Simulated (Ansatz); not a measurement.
Ansatz (an electronic-structure program) input (B2GP-PLYP/def2-TZVPD):

Ansatz 0.2 input:
```yaml
crystal:
  periodic: [false, false, false]
  atoms:
    - {symbol: Hf, position_ang: [0.01859221, 0.16439319, 0.05450079]}
    - {symbol: F, position_ang: [1.67580150, -0.58144105, -0.30240991]}
    - {symbol: F, position_ang: [-0.82265201, -0.84889422, 1.35663495]}
    - {symbol: F, position_ang: [-1.00188718, 0.11518978, -1.49023135]}
basis:
  gaussian:
    orbitals: def2-TZVPD
hamiltonian:
  xc: {name: B2GP-PLYP}
total_charge: 1
magnetization: {spin_polarized: false}
correlation: {electrons: outside_noble_gas}
```

End of the output:

```
integrals: 0.19 GiB planned
1151 factors; integrals over basis functions are off by at most 4.5e-4 eV
mean field: 0.65 GiB planned
mean field evaluation 1: about -9422.8744 eV, gradient 1.0e2 eV
mean field evaluation 2: about -9422.9511 eV, gradient 1.0e2 eV
mean field evaluation 4: about -9438.3069 eV, gradient 7.4e0 eV
mean field evaluation 8: about -9438.4761 eV, gradient 2.6e-1 eV
mean field evaluation 16: about -9438.4763 eV, gradient 8.6e-5 eV
mean field -9438.47632635 eV, -346.8576073642 hartree, gradient 9.2e-7 eV, S^2 0.000000; 0 other end points of the search recorded, 0 dependent functions left out
7 core orbitals not correlated
reference -9438.47644484 eV, -346.8576117186 hartree; 12, 12 occupied and 144, 144 virtual orbitals, 1151 factors
second order -26.93183575 eV of doubles, -0.00000000 eV of singles
Total energy: -9448.17190570 eV, -347.2139133337 hartree
```
